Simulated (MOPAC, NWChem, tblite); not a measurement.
**BSiH4O2 (SMILES OB(O)[SiH2]): the dipole moment, rung by rung**

BSiH4O2: 8 atoms, total charge 0, spin state doublet. SMILES: `OB(O)[SiH2]`. The shape is that of a GFN2-xTB optimisation. This is one conformer, not always the lowest.

```xyz
8

O    -0.7643    1.3992   -0.6771
B     0.0512    0.5076   -0.0482
O     1.1786    1.0285    0.5482
Si   -0.4567   -1.3365   -0.0664
H    -0.4571    2.3055   -0.6331
H     1.7612    0.4159    0.9915
H    -1.6342   -1.9202   -0.6898
H     0.3212   -2.4000    0.5748
```

Quantity: the dipole moment, in D. The values are calculated.

| level | kind | program | value (D) | CPU time |
| --- | --- | --- | --- | --- |
| GFN1-xTB | semi-empirical | tblite | 2.07 | under 2 s |
| GFN2-xTB | semi-empirical | tblite | 1.66 | under 2 s |
| PM3 | semi-empirical | MOPAC | 1.19 | under 2 s |
| IPEA1-xTB | semi-empirical | tblite | 2.20 | under 2 s |
| UHF/STO-3G | Hartree–Fock | NWChem | 1.39 | 2.3 s |
| UHF/6-31G | Hartree–Fock | NWChem | 1.92 | 6.4 s |
| UHF/def2-SVP | Hartree–Fock | NWChem | 1.60 | 14 s |
| UHF/def2-SVPD | Hartree–Fock | NWChem | 1.42 | 38 s |
| USVWN5/6-31+G* (spherical functions) | LDA | NWChem | 1.63 | 23 s |
| UB3LYP/6-31G* (spherical functions) | global hybrid | NWChem | 1.68 | 47 s |

The values span 1.19 to 2.20 D. Magnitudes only. Sets without polarisation functions give poor dipoles. Without the sets that lack polarisation functions the rows with a basis span only 1.42 to 1.68 D. CPU times are rough (shared hosts, several kinds of processor and program).
